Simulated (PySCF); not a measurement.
C7H6N2S.
Geometry (PBE0-D3(BJ)/def2-SVP, Å), atoms numbered from 1 in this order:
```xyz
16
C7H6N2S angstrom
N     -3.1776   -1.6263   -0.3236
C     -1.9194   -1.4476   -0.3637
C     -1.1538   -0.2064   -0.2043
C     -1.6786    1.0499    0.0272
S     -0.4954    2.2967    0.1615
C      0.7875    1.1676   -0.0893
C      2.2036    1.1006   -0.1764
C      2.4954   -0.2288   -0.4061
N      1.3322   -0.9582   -0.4611
C      0.2726   -0.1173   -0.2680
H     -3.6625   -0.7380   -0.1525
H     -1.3032   -2.3468   -0.5434
H     -2.7322    1.3107    0.1262
H      2.9261    1.9074   -0.0848
H      3.4615   -0.7121   -0.5354
H      1.2804   -1.9539   -0.6181
```

Linear response at wB97X-D/def2-SVPD (PySCF, frozen core in the response, non-relativistic).

Static isotropic polarisability: 114.63 au (16.99 Å³), principal values 64.9, 127.5, 151.5 au.

**Question.** What is the polarisability at 1064 nm and at the sodium D line?

**Answer.** 116.43 au at 1064 nm (+1.6 %), 121.07 au at 589.3 nm (+5.6 %). The rise at 589.3 nm is 3.58 times that at 1064 nm; a pure ω² law gives 3.26. The lowest singlet lies at 281 nm, shorter than both wavelengths.

**Question.** What is the isotropic C6 coefficient between two such molecules, C6 = (3/π)∫α(iω)² dω?

**Answer.** 4670 au (Eh·bohr⁶) by a ten-point quadrature over imaginary frequencies, which is 2790 eV·Å⁶ or 269 J·nm⁶/mol.

**Question.** Which effective excitation energy ω̄ makes London's formula C6 = (3/4)α²ω̄ exact here?

**Answer.** ω̄ = 4·C6/(3α²) = 0.474 Eh = 12.9 eV. A one-pole form α(ω) = α/(1 − ω²/ω̄²) fitted to the 1064 nm value gives 9.4 eV.

**Question.** What molar refraction at the D line follows from R = (4π/3)·N_A·α′, with α′ the polarisability volume?

**Answer.** α′ = 17.94 Å³ gives R = 45.26 cm³/mol, for isolated, non-vibrating species.

**Question.** The lowest 6 singlets have (eV, f): 4.42, 0.089; 4.79, 0.194; 4.82, 0.003; 5.77, 0.000; 5.97, 0.365; 5.99, 0.000. What share of the static polarisability do they carry in the sum over states α = Σ f/ω²?

**Answer.** 17.32 au, 15.1 % of α; the largest term, 7.57 au, is that of the state at 5.97 eV. Their oscillator strengths add up to 0.65. Higher states carry the rest.

**Question.** What three-body coefficient follows from the one-pole estimate C9 = (3/4)·α·C6?

**Answer.** 402000 au. This is an estimate from the two numbers above, not a computed integral.

**Question.** What n − 1 at the D line would an ideal gas of it have at 273.15 K and 1 atm (2.6868 × 10¹⁹ cm⁻³), by n − 1 = 2π·N·α′?

**Answer.** 30.29 × 10⁻⁴, a formal value whether or not that pressure can be reached.

**Question.** How many electrons N does the Slater–Kirkwood formula C6 = (3/4)·√N·α^(3/2) need to give this C6?

**Answer.** N = (4·C6/3)²/α³ = 25.7; the species has 78 electrons in all.

**Question.** How anisotropic is the static polarisability, by Δα² = ½[(α1 − α2)² + (α2 − α3)² + (α3 − α1)²]?

**Answer.** Δα = 77.4 au, or 0.68 of the isotropic value.

One conformer stands for the species.

The pairwise dispersion term of wB97X-D wasn't added to the energies; at a given geometry it leaves orbitals and properties as they are.
